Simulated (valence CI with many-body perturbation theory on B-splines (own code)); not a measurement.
**Missing levels of Hf II**

Method: valence CI with perturbative core correlation (CI+MBPT): three valence electrons over a frozen Dirac-Fock core [Xe] 4f14, radial functions for each j: 9 s, 9 p, 10 d, 8 f, 5 g, 3 h, 1 i, with the one-electron correlation potential Σ1, the two-electron term Σ2, the three-electron term Σ3, Breit, model QED; selected CI, second order for the rest (own B-spline code, finite nucleus).

Set against measurement, 13 paired levels are off by 602 cm⁻¹ on average, the worst by 1220. These come from a selection out of the NIST Handbook of Basic Atomic Spectroscopic Data. Levels without a partner in it may be off by more, other configurations by 1,000 to 4,000 cm⁻¹. 1 measured level below the end of the list, from 34942 cm⁻¹ on, found no clear computed partner.

| Level | E (cm⁻¹) |
| --- | --- |
| 5d6s² ²D_3/2 | 0.0 |
| 5d6s² ²D_5/2 | 2763 |
| 5d²6s ⁴F_3/2 | ? |
| 5d²6s ⁴F_5/2 | 4252 |
| 5d²6s ⁴F_7/2 | ? |
| 5d²6s ⁴F_9/2 | 7451 |
| 5d²6s ²F_5/2 | ? |
| 5d²6s ⁴P_1/2 | ? |
| 5d²6s ⁴P_3/2 | ? |
| 5d²6s ⁴P_5/2 | 12892 |
| 5d²6s ²D_3/2 [a] | 13526 |
| 5d²6s ²P_1/2 | 14130 |
| 5d²6s ²F_7/2 | 14192 |
| 5d³ ⁴F_3/2 | 16480 |
| 5d²6s ²G_9/2 | 16588 |
| 5d²6s ²D_5/2 | ? |
| 5d²6s ²G_7/2 | 16785 |
| 5d²6s ²D_3/2 [b] | 17159 |
| 5d³ ⁴F_5/2 | 17980 |
| 5d³ ⁴F_7/2 | 19414 |

Names give the largest LS component (configuration and term), which can be under half, so a name can repeat, a term be missing and a line seem to break the LS rules; names also repeat where a configuration has a term twice. Letters in brackets count levels of one name in rising energy.

(1) The levels stand in rising order. What does the calculation give for the missing energies?

Answers

(1) 5d²6s ⁴F_3/2 2887; 5d²6s ⁴F_7/2 5465; 5d²6s ²F_5/2 11281; 5d²6s ⁴P_1/2 11380; 5d²6s ⁴P_3/2 12338; 5d²6s ²D_5/2 16752.
